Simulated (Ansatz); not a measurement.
One change: `N[SiH2][GaH2]` becomes `N[SiH2][GeH3]`.

Ansatz, PBE0-D4/def2-TZVP geometries, multiplicity 1. Each molecule was computed in one conformer, which needn't be the lowest.

Scalar relativity is left out up to krypton.

```json
{"property": "HOMO energy (PBE/def2-TZVPP) / eV", "`N[SiH2][GaH2]`": "-5.86"}
{"property": "HOMO–LUMO gap (ωB97M-V/def2-TZVPP) / eV", "`N[SiH2][GaH2]`": "9.00"}
{"property": "size of the dipole moment (PBE/def2-TZVPP) / D", "`N[SiH2][GaH2]`": "1.41"}
{"property": "LUMO energy (ωB97M-V/def2-TZVPP) / eV", "`N[SiH2][GaH2]`": "-0.23"}
{"property": "ideal-gas entropy at 298 K and 1 bar (rigid rotor, harmonic PBE0-D4/def2-TZVP) / J/(mol·K)", "`N[SiH2][GaH2]`": "338"}
{"property": "HOMO–LUMO gap (B3LYP/def2-TZVPP) / eV", "`N[SiH2][GaH2]`": "4.71"}
```

(1) What does the change do to each property? (An estimate is asked.)

Results:

(1) Ansatz gave: 
```json
{"property": "HOMO energy (PBE/def2-TZVPP) / eV", "`N[SiH2][GeH3]`": "-6.01", "shift": "-0.15"}
{"property": "HOMO–LUMO gap (ωB97M-V/def2-TZVPP) / eV", "`N[SiH2][GeH3]`": "11.15", "shift": "2.15"}
{"property": "size of the dipole moment (PBE/def2-TZVPP) / D", "`N[SiH2][GeH3]`": "1.57", "shift": "0.16"}
{"property": "LUMO energy (ωB97M-V/def2-TZVPP) / eV", "`N[SiH2][GeH3]`": "1.59", "shift": "1.82"}
{"property": "ideal-gas entropy at 298 K and 1 bar (rigid rotor, harmonic PBE0-D4/def2-TZVP) / J/(mol·K)", "`N[SiH2][GeH3]`": "340", "shift": "2"}
{"property": "HOMO–LUMO gap (B3LYP/def2-TZVPP) / eV", "`N[SiH2][GeH3]`": "6.88", "shift": "2.17"}
```

With PBE0 the HOMO falls by 0.22 eV and the LUMO rises by 1.94 eV, so the gap widens by about 2.16 eV. PBE moves the HOMO by -0.15 eV and ωB97M-V by -0.32 eV. The zero-point energy changes by 26.7 kJ/mol with +3 modes. Dipoles are sizes alone; their direction can turn.

B3LYP here is the variant with VWN-RPA as its local correlation; programs differ in this.
